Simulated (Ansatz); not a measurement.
# How methods differ on AlClF2 (SMILES [F][Al]([F])[Cl])

AlClF2: 4 atoms, total charge 0, spin state singlet. SMILES: `[F][Al]([F])[Cl]`. The shape is that of a PBE0-D4/def2-TZVP optimisation.

```xyz
4

F     0.9972    0.7218    1.1496
Al    0.0693   -0.0508    0.0536
F     0.2735   -1.6538   -0.1647
Cl   -1.3400    0.9828   -1.0386
```

Each level gives the energy change with the Al2–Cl4 bond stretched from 2.061 to 3.091 Å (eV). The values are calculated.

```
                        level                    kind  program  value (eV)  less FCI/STO-3G  CPU time (all runs)
       HF/STO-3G (restricted)            Hartree–Fock   Ansatz        4.41            +0.61               0.29 s
    SVWN5/STO-3G (restricted)                     LDA   Ansatz        3.37            -0.43                1.6 s
CAM-B3LYP/STO-3G (restricted)  range-separated hybrid   Ansatz        3.72            -0.08                2.9 s
    wB97X/STO-3G (restricted)  range-separated hybrid   Ansatz        3.83            +0.03                 12 s
  BCCD(T)/STO-3G (restricted)   coupled cluster or CI   Ansatz        3.81            +0.01               0.55 s
  CCSD(T)/STO-3G (restricted)   coupled cluster or CI   Ansatz        3.81            +0.01               0.47 s
 CCSDT(Q)/STO-3G (restricted)   coupled cluster or CI   Ansatz        3.80             0.00                1.1 s
    CCSDT/STO-3G (restricted)   coupled cluster or CI   Ansatz        3.81            +0.01               0.93 s
                   FCI/STO-3G      exact in the basis   Ansatz        3.80             0.00                 22 s
```

FCI/STO-3G is exact within its basis and frozen core, so for wave-function methods in that basis the difference is their error; functionals converge differently with the basis, so for them it is only a difference. A spin-restricted reference rises too steeply as a bond breaks; here HF/STO-3G lie well above the multireference or unrestricted value. The first shape isn't each level's own minimum. The values span 3.37 to 4.41 eV. All rows use very small basis sets, so none should be taken for the real molecule's value. Times are those of the runs behind each value, whatever else they computed, on shared processors of several kinds: orders of magnitude only.
